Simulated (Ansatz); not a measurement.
Consider the ligand exchange at the Si–O bond: `O[Si]1([SeH])CO1` + H–F → `F[Si]1([SeH])CO1` + H₂O.

Computed with Ansatz on PBE0-D4/def2-TZVP structures; ΔE is electronic, products minus reactants. CCSD(T)/CBS adds triple-zeta CCSD(T) − MP2 to the extrapolated MP2 energy (def2 sets, frozen cores). This one scheme is used for every species. DFT in def2-TZVPP. B3LYP here is the variant with VWN-RPA as its local correlation; programs differ in this. For Se outer-core shells are correlated without core-valence functions, which leaves a few kJ/mol of doubt a bond. Scalar relativity is left out up to krypton. One conformer a species, not always the lowest.

```
         level  ΔE (kcal/mol)
        r2SCAN           -8.1
         B3LYP           -8.5
  HF/CBS(def2)           -8.4
CCSD/CBS(def2)           -7.3
```

(1) What does CCSD(T)/CBS give? (Best estimate.)

Largest T1 diagnostic among the species: 0.012.

Results:

(1) Ansatz gave: -7.1 kcal/mol. The listed levels differ from it by -1.0, -1.4, -1.3, -0.2 kcal/mol.

The D4 term adds +0.9 kcal/mol with B3LYP and +0.5 kcal/mol with PBE0; it sums over pairs of atoms, weighted by their polarisabilities, and B3LYP, whose exchange is more repulsive, gets the larger term. In def2-TZVPP, CCSD(T) changes the Hartree–Fock value by +1.2 kcal/mol (the triples alone add +0.2 kcal/mol) and MP2 by +1.9 kcal/mol.

CCSD(T)/CBS has its own doubt, a few kJ/mol and more with outer-core shells, so smaller differences from it don't rank the levels.
